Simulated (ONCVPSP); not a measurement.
**vanadium (V): one change to an ONCV potential, before and after**

```json
{
  "Element": "V (Z = 23)",
  "Generator": "ONCVPSP 4.0.1",
  "Type": "optimised norm-conserving Vanderbilt (ONCV)",
  "Functional": "PBE",
  "Relativity": "scalar-relativistic",
  "Frozen core": "[Ne]",
  "Valence charge": "13",
  "Reference configuration": "3s2 3p6 3d3 4s2",
  "Partial waves": "3s+4s: rc 1.35 bohr, ncon 5, nbas 10, qcut 10.3 1/bohr, 2 projectors; 3p: rc 1.45 bohr, ncon 4, nbas 7, qcut 8.2 1/bohr, 2 projectors, debl 2.8 Ha; 3d: rc 1.35 bohr, ncon 4, nbas 9, qcut 13.8 1/bohr, 2 projectors, debl 3.8 Ha; f scattering state at 0.07 Ha: rc 1.25 bohr, ncon 4, nbas 9, qcut 7.8 1/bohr, 2 projectors, debl 3.6 Ha",
  "Local potential": "polynomial inside 1.20 bohr (lpopt 5, dvloc0 0 Ha)",
  "Core correction": "Teter function, fcfact 5.25, rcfact 1.05"
}
```

Change: s: rc 1.94.

Cutoffs: the cutoffs (Ha) at which the residual kinetic energy of the hardest occupied pseudo-wave falls to 1 and 0.1 mHa per electron; they do not see the model core or the augmentation charge, which bear on the density cutoff. Errors are all-electron minus pseudo energies relative to the spin-unpolarised reference configuration.

Problem. How do hardness, ghosts and transferability respond?

Solution. The potential gets neither clearly harder nor softer (58 Ha and 68 Ha → 58 Ha and 68 Ha); the d channel sets the loose cutoff, while the largest relative change is in s, which becomes softer; of the 4 tests that both files solve, the error grows in 2 and shrinks in 1 by more than 15 % and 0.3 meV (median size 3.5 → 2.1 meV); neither file shows a bound ghost.

| quantity | base | changed |
| --- | --- | --- |
| cutoff, loose | 58 Ha | 58 Ha |
| cutoff, tight | 68 Ha | 68 Ha |
| loose cutoff by channel | s 37 Ha, p 23 Ha, d 58 Ha | s 27 Ha, p 23 Ha, d 58 Ha |
| bound ghosts | none | none |
| GHOST(+) flags under 300 eV | none | none |
| error for 3s2 3p6 3d3 4s1, meV [ΔE 7.74 eV] | -0.3 | -0.4 |
| error for 3s2 3p6 3d3 4s0, meV [ΔE 22.03 eV] | -0.4 | -0.9 |
| error for 3s2 3p6 3d2 4s0, meV [ΔE 50.93 eV] | +6.5 | +3.3 |
| error for 3s2 3p6 3d2 4s2, meV [ΔE 10.97 eV] | +10 | +12 |
| p: phases at 1.47 bohr within 0.05 rad from the reference energy up to (Ha; the scan ends near 5) | to the end of the scan | to the end of the scan |
| d: phases at 1.37 bohr within 0.05 rad from the reference energy up to (Ha; the scan ends near 5) | to the end of the scan | to the end of the scan |
| f: phases at 1.27 bohr within 0.05 rad from the reference energy up to (Ha; the scan ends near 5) | to the end of the scan | to the end of the scan |
| rms error of d²Exc/dni dnj with the model core, mHa | 1.39 | 1.31 |
